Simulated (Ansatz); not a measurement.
C5H5BF3N (`F[B-](F)(F)[n+]1ccccc1`), 15 atoms. Charge 0, multiplicity 1. All runs use 3 threads of an AMD EPYC 7R13 on a shared host and a share of an NVIDIA H100 80 GB. Correlated methods freeze the cores. Open-shell runs search over several starts.

Give the basis size and wall time and peak host memory of each of these runs in Ansatz. UHF-CCSD(T)/def2-TZVPP energy of the cation; RHF-MP2/def2-QZVPP energy; RKS PBE0-D4/def2-TZVP frequencies; RHF-CCSD(T)/def2-TZVPP energy; RKS r2SCAN0-D4/def2-TZVPP energy; RKS ωB97M-V/def2-QZVPP energy; UKS PBE0-D4/def2-TZVPP energy of the cation; RKS ωB97M-V/def2-SVP energy; RKS CAM-B3LYP-D4/def2-TZVPP energy; UKS r2SCAN-D4/def2-TZVPP energy of the cation; UKS ωB97X-V/def2-TZVPP energy of the cation; RKS PBE0-D4/def2-TZVP relaxation (6 steps). (Estimate.)

Ansatz gave: Other jobs shared the machine, so times are rough.

```tsv
level	job	functions	wall time	peak host memory (GiB)
RKS r2SCAN0-D4/def2-TZVPP	energy	380	3.3 s	0.93
RKS CAM-B3LYP-D4/def2-TZVPP	energy	380	4.6 s	0.92
RKS ωB97M-V/def2-SVP	energy	165	5.5 s	0.91
RKS ωB97M-V/def2-QZVPP	energy	720	7.5 s	1.4
UKS PBE0-D4/def2-TZVPP	energy of the cation	380	8 s	1
UKS ωB97X-V/def2-TZVPP	energy of the cation	380	8 s	1.2
RHF-MP2/def2-QZVPP	energy	720	10 s	1.4
UKS r2SCAN-D4/def2-TZVPP	energy of the cation	380	12 s	1.1
RHF-CCSD(T)/def2-TZVPP	energy	380	17 s	0.87
RKS PBE0-D4/def2-TZVP	relaxation (6 steps)	340	17 s	0.97
RKS PBE0-D4/def2-TZVP	frequencies	340	2.7 min	0.98
UHF-CCSD(T)/def2-TZVPP	energy of the cation	380	8.3 min	3.3
```
